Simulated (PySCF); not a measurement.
Computed IR spectrum (relative IR intensity) of a molecule H₆O₂Si₂. The structure is a stationary point at PBE0-D3(BJ)/def2-SVP. Other conformers were not sampled. Calculation: PBE0-D3(BJ)/def2-SVP in PySCF. Frequencies are harmonic and unscaled.

Lines under 2 % of the strongest are left out, and lines within 2 cm⁻¹ are merged.

ν (cm⁻¹): 252 (w), 347 (w), 643 (w), 725 (w), 734 (w), 779 (w), 843 (m), 901 (w), 937 (vs), 947 (w), 952 (m), 973 (m), 1008 (m), 1104 (s), 2230 (m), 2239 (m), 2255 (m), 2260 (m), 2280 (m), 3934 (m) (against the strongest line: vs over 80 %, s over 45 %, m over 15 %, w over 4 %, vw less)

### Question
Which structure fits?
A. O[SiH2][SiH2]O
B. O[SiH2]O[SiH3]
C. O[SiH](O)[SiH3]

### Answer
B, O[SiH2]O[SiH3]
